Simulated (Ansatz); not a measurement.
Reaction (substitution at a C–S bond): `CSC(O)S` + `O[SiH3]` → `OC(S)O[SiH3]` + CH₃SH

Calculated with Ansatz (gas phase, PBE0-D4/def2-TZVP geometries, no zero-point term in ΔE). CCSD(T)/CBS is the MP2 limit (def2-TZVPP, def2-QZVPP) plus CCSD(T) − MP2 in def2-TZVPP, frozen cores. This one scheme is used for every species. DFT in def2-TZVPP. B3LYP here is the variant with VWN-RPA as its local correlation; programs differ in this. Each species was taken in one conformer, which may not be the lowest.

`CSC(O)S`:

Cartesian coordinates in Å:
```
C -0.983 1.092 -0.968
S -0.721 0.916 0.799
C 0.575 -0.317 0.818
O 1.705 0.164 0.154
S 0.137 -1.932 0.051
H -1.814 1.788 -1.087
H -1.250 0.130 -1.407
H -0.097 1.499 -1.452
H 0.762 -0.496 1.882
H 2.387 -0.517 0.189
H -0.700 -2.326 1.023
```

`O[SiH3]`:

```xyz
6

O     0.449   -0.829   -0.868
Si   -0.283    0.186    0.204
H     1.406   -0.822   -0.909
H     0.124   -0.108    1.605
H    -1.738   -0.038    0.046
H     0.043    1.611   -0.078
```

`OC(S)O[SiH3]`:

```xyz
11

O     0.471    2.018    0.808
C    -0.277    0.901    0.488
S    -1.179    1.214   -1.059
O     0.569   -0.203    0.441
Si    0.179   -1.653   -0.271
H     1.110    1.745    1.477
H    -1.071    0.716    1.228
H    -0.078    1.534   -1.759
H     1.140   -2.613    0.321
H    -1.214   -2.043    0.068
H     0.349   -1.617   -1.742
```

CH₃SH:

```xyz
6

C     0.326   -0.339   -0.141
S    -0.280    1.341    0.125
H     0.402   -0.890    0.796
H     1.325   -0.238   -0.565
H    -0.298   -0.882   -0.849
H    -1.476    1.008    0.633
```

(1) Is it downhill or uphill in electronic energy at CCSD(T)/CBS, and by how much? (An estimate is asked.)

(2) What do these levels give: PBE0-D4, B3LYP-D4, B2PLYP, PBE, r2SCAN, B3LYP, SCS-MP2/def2-TZVPP, CCSD/def2-TZVPP, CCSD(T)/def2-TZVPP, SCS-MP2/def2-QZVPP, HF/CBS(def2), CCSD/CBS(def2)? (Best estimate.)

Largest T1 diagnostic among the species: 0.012.

Answers

(1) Computed: Uphill: ΔE = +0.17 eV.

(2) Computed: PBE0-D4 0.12, B3LYP-D4 0.10, B2PLYP 0.11, PBE 0.14, r2SCAN 0.11, B3LYP 0.08, SCS-MP2/def2-TZVPP 0.14, CCSD/def2-TZVPP 0.07, CCSD(T)/def2-TZVPP 0.10, SCS-MP2/def2-QZVPP 0.18, HF/CBS(def2) -0.04, CCSD/CBS(def2) 0.14 eV.

In def2-TZVPP, CCSD(T) changes the Hartree–Fock value by +0.14 eV (the triples alone add +0.03 eV) and MP2 by +0.24 eV.
